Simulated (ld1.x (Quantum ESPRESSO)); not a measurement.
Which setting gave this result? (ruthenium, TM)

Base potential:

ruthenium (Ru), norm-conserving Troullier–Martins (Kleinman–Bylander form), made with ld1.x (Quantum ESPRESSO) 7.5 (PW91, scalar-relativistic). Core [Ar] 3d10, reference 4s2 4p6 4d8 5s0 5p0. Waves: 4s (bound): rc 1.80 bohr; 4p (bound): rc 1.40 bohr; 4d (bound): rc 1.65 bohr. Local part: all-electron potential smoothed inside 1.55 bohr (lloc = -2). Core correction: none.

Cutoffs, loose and tight: the cutoffs (Ry, on a coarse ladder) from which the occupation-weighted sum of valence levels, in a spherical-Bessel basis at the reference potential, stays within 10 and 1 mRy of its value at 400 Ry. They do not see the model core or the augmentation charge, which bear on the density cutoff. Test errors are all-electron minus pseudo excitation energies from the reference, over the configurations 4s2 4p6 4d7 5s1 5p0; 4s2 4p6 4d7 5s0 5p0; 4s2 4p6 4d6 5s0 5p0; 4s1 4p6 4d7 5s1 5p0; 4s2 4p6 4d7 5s0 5p1; 4s2 4p6 4d6 5s1 5p0; 4s2 4p6 4d6 5s2 5p0; variants that change the core or the reference have their own tests.

Only the scale of all radii (base = 1) is moved:

```tsv
scale of all radii (base = 1)	cutoff, loose	cutoff, tight	bound ghosts	largest test error (meV)
0.75	120 Ry	160 Ry	none	+581
0.83	110 Ry	160 Ry	none	+429
1.01	60 Ry	110 Ry	s	+9899
1.09	55 Ry	90 Ry	none	+2406
1.19	50 Ry	60 Ry	none	+1154
1.3	45 Ry	60 Ry	none	+489
1.36	40 Ry	60 Ry	none	-557
```

**Question.** One more run gave cutoff, loose: 70 Ry; cutoff, tight: 120 Ry; bound ghosts: none; largest test error (meV): -2245. Which value of the scale of all radii (base = 1) was used?

**Answer.** 0.96. The loose cutoff moves one way along this sweep, from 120 Ry at 0.75 to 40 Ry at 1.36, which places the run between 0.83 and 1.01.
